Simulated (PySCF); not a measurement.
C2H8O2Si2, SMILES C[C@H]1O[Si@H](O)[SiH2]1. Atoms are numbered in the order given.

```xyz
14

C     -2.3615    -0.5661     0.8082
C     -0.9696     0.0252     0.9620
O      0.0335    -0.9856     0.6642
Si     0.9142    -0.4604    -0.6778
O      2.5505    -0.3670    -0.4142
Si    -0.4783     1.3679    -0.3460
H     -3.1317     0.1613     1.1117
H     -2.5553    -0.8557    -0.2378
H     -2.4623    -1.4683     1.4325
H     -0.8185     0.3583     2.0040
H      0.8018    -1.3604    -1.8506
H      2.8416     0.1804     0.3224
H      0.1008     2.6167     0.2345
H     -1.5642     1.7293    -1.3042
```

Coordinates come from a ωB97X-D3(BJ)/def2-SVP optimisation. The structure was generated by enumeration; whether it is a known compound was not checked. Other conformers were not sampled.

Two levels are set side by side: PBE/pcSseg-1 (PySCF) and PBE0/pcSseg-1 (PySCF). GIAO shifts against H2O (¹⁷O), TMS (²⁹Si), TMS (¹H), TMS (¹³C) at the same level; non-relativistic, no solvent, atoms listed together averaged. Differences are taken from unrounded values.

| quantity | PBE0 | PBE | PBE minus PBE0 |
|---|---|---|---|
| δ(¹³C) of C1 (ppm) | 28.6 | 29.9 | 1.3 |
| δ(¹³C) of C2 (ppm) | 69.1 | 73.0 | 3.9 |
| δ(¹⁷O) of O3 (ppm) | 167.9 | 192.1 | 24.2 |
| δ(²⁹Si) of Si4 (ppm) | 9.3 | 6.8 | -2.5 |
| δ(¹⁷O) of O5 (ppm) | 81.9 | 95.7 | 13.8 |
| δ(²⁹Si) of Si6 (ppm) | -28.2 | -31.2 | -3.0 |
| δ(¹H) of H10 (ppm) | 4.63 | 4.86 | 0.24 |
| δ(¹H) of H11 (ppm) | 5.72 | 6.00 | 0.28 |
| δ(¹H) of H12 (ppm) | 2.53 | 2.56 | 0.03 |

Rough cost on one machine, each run with all the roots and properties that it gave: PBE0 against PBE within a factor of 2.
